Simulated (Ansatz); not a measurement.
Single points on SiClMe3 (C3H9ClSi).

```yaml
crystal:
  periodic: [false, false, false]
  atoms:
    - {symbol: Si, position_ang: [0.001407, 0.000923, 0.410611]}
    - {symbol: Cl, position_ang: [0.009621, 0.006343, 2.519378]}
    - {symbol: C, position_ang: [1.794531, 0.005308, -0.161099]}
    - {symbol: H, position_ang: [2.328026, 0.899613, 0.219570]}
    - {symbol: H, position_ang: [1.848389, 0.014898, -1.270344]}
    - {symbol: H, position_ang: [2.328347, -0.895280, 0.204059]}
    - {symbol: C, position_ang: [-0.903163, 1.551493, -0.154657]}
    - {symbol: H, position_ang: [-1.945483, 1.560679, 0.223124]}
    - {symbol: H, position_ang: [-0.935428, 1.599541, -1.263703]}
    - {symbol: H, position_ang: [-0.394201, 2.463642, 0.217066]}
    - {symbol: C, position_ang: [-0.893295, -1.558064, -0.147136]}
    - {symbol: H, position_ang: [-1.938038, -1.568954, 0.223885]}
    - {symbol: H, position_ang: [-0.382503, -2.464790, 0.235210]}
    - {symbol: H, position_ang: [-0.918199, -1.615342, -1.255975]}
basis:
  gaussian: {orbitals: def2-TZVP, initial_orbitals: start.molden}
hamiltonian: {xc: pbe}
correlation: {method: rpa}
scf: {omitted_lower_state_checks: [starts]}
```

The file start.molden holds the orbitals of an earlier run on this structure, at another level or in another basis.

```sh
$ ansatz run in.yaml --threads 4 --pin off --events-out ev --progress --plain --max-ram 8704MiB
```

Output, abridged:

```
Functional definition: PBE
1477 factors; integrals over basis functions are off by at most 1.2e-3 eV
mean field evaluation 1: about -23648.6315 eV, gradient 1.2e1 eV
mean field evaluation 2: about -23648.7378 eV, gradient 1.2e-1 eV
mean field evaluation 4: about -23648.7298 eV, gradient 1.7e-4 eV
mean field evaluation 8: about -23648.7298 eV, gradient 2.5e-6 eV
mean field -23648.72980257 eV, -869.0747905597 hartree, gradient 2.4e-6 eV, S^2 0.000000; 0 other end points of the search recorded, 0 dependent functions left out
13 core orbitals not correlated: weight in the atoms' cores, before any rotation towards them, 1.000 or more for the frozen orbitals, at most 0.000 for the correlated occupied ones
reference -23602.74772181 eV, -867.3849802596 hartree; 16, 16 occupied and 192, 192 virtual orbitals, 1477 factors
Total energy: -23640.88374315 eV, -868.7864531943 hartree
Checks for a lower state left out: starts
```

It took 5.5 s on 4 threads of Arm Neoverse V1 on a shared host.

As the first input, with `correlation: {method: ccsd_t}`, `output: {orbitals: {seedname: orbitals}}` and without the key `hamiltonian` (abridged; 94 s):

```
Functional definition: HF
mean field -23604.19183097 eV, -867.4380502923 hartree, gradient 6.3e-6 eV, S^2 0.000000
13 core orbitals not correlated: weight in the atoms' cores, before any rotation towards them, 1.000 or more for the frozen orbitals, at most 0.000 for the correlated occupied ones
second order -22.34743625 eV of doubles, -0.00000000 eV of singles
cycle   1  -23.62514716 eV  change    -1.3e0 eV  update   9.3e-2
cycle   2  -24.17716690 eV  change   -5.5e-1 eV  update   2.6e-2
cycle   3  -24.25419314 eV  change   -7.7e-2 eV  update   9.6e-3
cycle   4  -24.25221734 eV  change    2.0e-3 eV  update   2.2e-3
cycle   5  -24.25175178 eV  change    4.7e-4 eV  update   6.7e-4
cycle   6  -24.25170394 eV  change    4.8e-5 eV  update   1.6e-4
cycle   7  -24.25170633 eV  change   -2.4e-6 eV  update   4.7e-5
cycle   8  -24.25172716 eV  change   -2.1e-5 eV  update   1.4e-5
perturbative correction -0.94738494 eV, -0.0348157543 hartree
Total energy: -23629.39094307 eV, -868.3641005814 hartree
Checks for a lower state left out: starts
```

The first input with `hamiltonian: {xc: r2scan, dispersion: d4}`, `output: {forces: true, orbitals: {seedname: orbitals}}` and without the key `correlation` (abridged; 5.5 s):

```
Functional definition: r2SCAN
mean field -23659.21082269 eV, -869.4599609449 hartree, gradient 1.6e-5 eV, S^2 0.000000
Total energy: -23659.29499623 eV, -869.4630542653 hartree
Atom 0 force     0.000766     0.000150     0.014387 eV/Å
Atom 1 force    -0.002567    -0.001887    -0.429073 eV/Å
Atom 2 force     0.147350     0.000441    -0.012942 eV/Å
Atom 3 force    -0.238647    -0.424475    -0.188881 eV/Å
Atom 4 force    -0.022494    -0.005345     0.521339 eV/Å
Atom 5 force    -0.239456     0.428904    -0.179402 eV/Å
Atom 6 force    -0.073367     0.126707    -0.012921 eV/Å
Atom 7 force     0.487172     0.008542    -0.185614 eV/Å
Atom 8 force     0.013363    -0.020219     0.519989 eV/Å
Atom 9 force    -0.248675    -0.420113    -0.183051 eV/Å
Atom 10 force    -0.072674    -0.127223    -0.014754 eV/Å
Atom 11 force     0.489492    -0.007602    -0.181320 eV/Å
Atom 12 force    -0.249863     0.417596    -0.188287 eV/Å
Atom 13 force     0.009599     0.024526     0.520529 eV/Å
Dipole moment:    -0.001828    -0.001186    -0.469973 e Å
Checks for a lower state left out: starts
```

The first input with `gaussian: {orbitals: def2-TZVPD, initial_orbitals: start.molden}`, `hamiltonian: {xc: pbe0, dispersion: d4}`, `output: {orbitals: {seedname: orbitals}}` and without the key `correlation` (abridged; 4.8 s):

```
Functional definition: PBE0
mean field -23651.29871794 eV, -869.1691964582 hartree, gradient 2.0e-5 eV, S^2 0.000000
Total energy: -23651.57776242 eV, -869.1794511539 hartree
Checks for a lower state left out: starts
```

As the first input, with `hamiltonian: {xc: pbe, dispersion: d4}`, `output: {orbitals: {seedname: orbitals}}` and without the key `correlation` (abridged; 2.2 s):

```
Functional definition: PBE
mean field -23648.72990932 eV, -869.0747944826 hartree, gradient 8.3e-6 eV, S^2 0.000000
Total energy: -23649.05602575 eV, -869.0867790405 hartree
Checks for a lower state left out: starts
```

First input, but with `hamiltonian: {xc: {name: LC-wPBE}}`, `output: {orbitals: {seedname: orbitals}}` and without the key `correlation` (abridged; 2.7 s):

```
Functional definition: LC-wPBE
mean field -23655.06209354 eV, -869.3074979608 hartree, gradient 9.4e-6 eV, S^2 0.000000
Total energy: -23655.06209355 eV, -869.3074979611 hartree
Checks for a lower state left out: starts
```

First input, but with `gaussian: {orbitals: def2-TZVPD, initial_orbitals: start.molden}`, `hamiltonian: {xc: pbe, dispersion: d4}`, `output: {orbitals: {seedname: orbitals}}` and without the key `correlation` (abridged; 3.3 s):

```
Functional definition: PBE
mean field -23648.77521839 eV, -869.0764595604 hartree, gradient 2.1e-5 eV, S^2 0.000000
Total energy: -23649.10135363 eV, -869.0884448092 hartree
Checks for a lower state left out: starts
```

Geometry: PBE-D4/def2-SVP.

LC-ωPBE has ω = 0.4 bohr⁻¹. Correlated methods freeze 13 core orbitals.
